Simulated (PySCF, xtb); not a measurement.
CrO2F2, SMILES [O]=[Cr](=[O])([F])[F], multiplicity 1.

Harmonic wavenumbers (cm⁻¹) from GFN2-xTB run with xtb at its own minimum, in rising order: 217, 264, 298, 305, 342, 575, 620, 936, 1019.

**Question.** What does B3LYP-D3(BJ)/def2-SVP in PySCF give at its own minimum? (An estimate is asked for; the answer gives what the named calculation found.)

**Answer.** 229, 294, 309, 333, 437, 765, 818, 1147, 1156. Paired by order, the mean absolute difference is 101 cm⁻¹ and the zero-point energies are 6.5 and 7.8 kcal/mol.
